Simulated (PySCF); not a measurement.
# Sr³³⁺: fine-structure interval

Sr³³⁺ [He] 2s2 2p1 [2p1/2^1, M_J = 1/2] → Sr³³⁺ [He] 2s2 2p1 [2p3/2^1, M_J = 3/2], as a difference of total energies. All numbers are calculated (PySCF 2.14, the two-component X2C-1e Hamiltonian, in an uncontracted even-tempered set (17 s from 13 bohr⁻², ratio 2.4; 12 p from 17 bohr⁻², ratio 2.4; 5 d from 57 bohr⁻², ratio 2.6; 4 f from 86 bohr⁻², ratio 2.6)). Correlated levels: nothing frozen; the 34 highest virtual spinors dropped. "Screened" scales the spin-orbit matrix elements by Boettger's factors to mimic the two-electron term; Breit and QED terms are absent.

```csv
method,fine-structure interval (cm⁻¹)
GHF (screened spin-orbit),642730
GMP2 (screened spin-orbit),638670
GHF (bare spin-orbit),679290
```
